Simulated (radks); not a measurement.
Isoelectronic series with 31 electrons, all held in the configuration [Ar] 3d10 4s2 4p1, which need not be the ground one along the series. Calculated with a radial shooting solver on a logarithmic mesh with Libxc functionals: scalar-relativistic Kohn-Sham, PBE, spin-polarised, spherical densities, finite nucleus; open shells are filled with parallel spins first (spin-orbit coupling, left out, can overturn this in heavy ions); Fermi nuclear charge, rms radius of each element as measured or else 0.836 A^(1/3) + 0.57 fm. Total energies (hartree) and mean radii <r> (bohr) (* marks an orbital that is empty in some or all of the ions):

| ion | E (hartree) | 4p down* | 4p up | 4s down | 4s up | 3d down |
|---|---|---|---|---|---|---|
| Ga | -1943.93399 | 3.410 | 3.379 | 2.334 | 2.350 | 0.8086 |
| Ge+ | -2098.55591 | 2.560 | 2.541 | 2.025 | 2.033 | 0.7333 |
| As2+ | -2259.80770 | 2.150 | 2.139 | 1.805 | 1.809 | 0.6740 |
| Se3+ | -2427.67751 | 1.885 | 1.879 | 1.638 | 1.640 | 0.6255 |
| Br4+ | -2602.16800 | 1.693 | 1.689 | 1.505 | 1.506 | 0.5846 |
| Kr5+ | -2783.28889 | 1.545 | 1.541 | 1.395 | 1.396 | 0.5494 |
| Rb6+ | -2971.05522 | 1.424 | 1.422 | 1.302 | 1.303 | 0.5188 |
| Sr7+ | -3165.48526 | 1.324 | 1.322 | 1.223 | 1.223 | 0.4917 |
| Zr9+ | -3574.42404 | 1.166 | 1.164 | 1.092 | 1.093 | 0.4460 |
| Nb10+ | -3788.98132 | 1.101 | 1.100 | 1.038 | 1.038 | 0.4264 |
| Mo11+ | -4010.29934 | 1.044 | 1.043 | 0.9886 | 0.9889 | 0.4085 |
| Tc12+ | -4238.41002 | 0.9934 | 0.9927 | 0.9443 | 0.9446 | 0.3922 |
| Ru13+ | -4473.34014 | 0.9475 | 0.9470 | 0.9040 | 0.9042 | 0.3772 |
| Rh14+ | -4715.12551 | 0.9061 | 0.9056 | 0.8672 | 0.8674 | 0.3634 |
| Pd15+ | -4963.79730 | 0.8682 | 0.8678 | 0.8333 | 0.8335 | 0.3506 |
| Ag16+ | -5219.39248 | 0.8336 | 0.8333 | 0.8021 | 0.8022 | 0.3386 |
| Cd17+ | -5481.94428 | 0.8018 | 0.8015 | 0.7731 | 0.7732 | 0.3275 |
| In18+ | -5751.49595 | 0.7724 | 0.7721 | 0.7462 | 0.7463 | 0.3172 |
| Sn19+ | -6028.08260 | 0.7452 | 0.7449 | 0.7212 | 0.7212 | 0.3074 |
| Sb20+ | -6311.74730 | 0.7198 | 0.7196 | 0.6977 | 0.6978 | 0.2983 |
